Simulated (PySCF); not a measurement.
Compound: C3H8BN.
Cartesian coordinates in Å at the PBE0-D3(BJ)/def2-SVP level; atoms count from 1:
```xyz
13
C3H8BN angstrom
B      2.069    0.027    0.191
N      0.900   -0.642   -0.147
C      0.104   -0.453   -1.332
C     -1.264    0.114   -1.087
C     -1.718    0.571    0.080
H      2.611   -0.236    1.240
H      2.516    0.849   -0.577
H      0.512   -1.323    0.499
H      0.658    0.215   -2.013
H     -0.007   -1.408   -1.880
H     -1.917    0.138   -1.967
H     -2.730    0.970    0.177
H     -1.089    0.570    0.975
```

The closed-shell ground state was solved at several levels (PySCF, density fitting, gas phase, non-relativistic).

| level | basis functions | total energy (Eh) | HOMO (eV) | LUMO (eV) | gap (eV) | dipole (D) |
| --- | --- | --- | --- | --- | --- | --- |
| wB97X-D/pcSseg-2 | 292 | -198.7453 | -9.45 | 1.78 | 11.23 | 1.86 |
| wB97X-D/def2-SVPD | 164 | -198.5376 | -9.47 | 1.98 | 11.45 | 1.85 |
| PBE0/pcSseg-1 | 125 | -198.4621 | -7.60 | 0.22 | 7.82 | 1.95 |

(1) What might B3LYP/pcJ-1 (215 basis functions) give for the same quantities?

(2) Over all these levels, which gives the widest orbital gap and which the narrowest?

(3) How far do the dipole and the HOMO energy spread over the levels?

## Answers

(1) Total energy -198.7608 Eh, HOMO -7.36 eV, LUMO 0.00 eV, gap 7.36 eV, dipole 1.99 D.

(2) wB97X-D/def2-SVPD (range-separated hybrid) has the widest, 11.45 eV, and B3LYP/pcJ-1 (global hybrid, 20 % exact exchange) the narrowest, 7.36 eV. Functional and basis both differ between the two, so the spread mixes both effects.

(3) The dipole runs from 1.85 to 1.99 D (mean 1.91 D) and the HOMO from -9.47 to -7.36 eV.

One conformer stands for the species.

wB97X-D is run here without its empirical dispersion term; that term would change no orbital, density or response property at a fixed geometry.
